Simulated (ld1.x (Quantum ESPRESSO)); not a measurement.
## Configuration tests for Yb (TM)

ld1.x (Quantum ESPRESSO) 7.5 input, shortened:

```
&input
   title='Yb', zed=70., rel=0, dft='PBESOL', iswitch=3,
   config='[Xe] 4f14 5d0 6s2 6p0'
 /
 &inputp
   pseudotype=2, tm=.true., lloc=0,
   nlcc=.true., rcore=0.80
 /
4
6P  2  1   0.00   0.00  3.90  3.90  0.0
5D  3  2   0.00   0.00  2.65  2.65  0.0
4F  4  3  14.00   0.00  0.80  0.80  0.0
6S  1  0   2.00   0.00  2.80  2.80  0.0
 &test
   configts(1)='4f14 5d0 6s2 6p0'
 /
```

Energies are relative to the spin-unpolarised reference configuration 4f14 5d0 6s2 6p0; without spin polarisation the order of configurations can differ from experiment. The frozen-core shift is the all-electron ΔE with the core orbitals held at their reference shape minus the fully relaxed ΔE.

| valence configuration | charge | ΔE all-electron (eV) | error AE − PS (meV) | frozen-core shift (meV) |
| --- | --- | --- | --- | --- |
| 4f14 5d0 6s1 6p0 | +1 | 6.022 | -2.1 | +6.2 |
| 4f13 5d0 6s0 6p0 | +3 | 48.266 | -3458 | +2038 |
| 4f13 5d1 6s2 6p0 | 0 | 9.207 | -2288 | +717 |
| 4f14 5d0 6s0 6p2 | 0 | 4.822 | -27 | +15 |
| 4f13 5d1 6s1 6p0 | +1 | 15.793 | -2252 | +762 |
| 4f13 5d0 6s2 6p0 | +1 | 15.715 | -2686 | +1246 |

(1) What are ΔE and the potential's error for 4f14 5d0 6s0 6p0?

A Bessel basis up to 400 Ry misses an occupied level by 0.03 Ry, so cutoffs and ghosts were not judged.

Results:

(1) ΔE = 17.154 eV all-electron; the error (AE − PS) is -53 meV.

These tests converged, but a pseudo level misses the all-electron one widely, so the file describes the atom poorly there or has found another state: 4f13 5d0 6s0 6p0: 4f by 6.8 eV (a node warning on the way); 4f13 5d1 6s2 6p0: 4f by 5.0 eV; 4f13 5d1 6s1 6p0: 4f by 5.0 eV; 4f13 5d0 6s2 6p0: 4f by 5.2 eV.
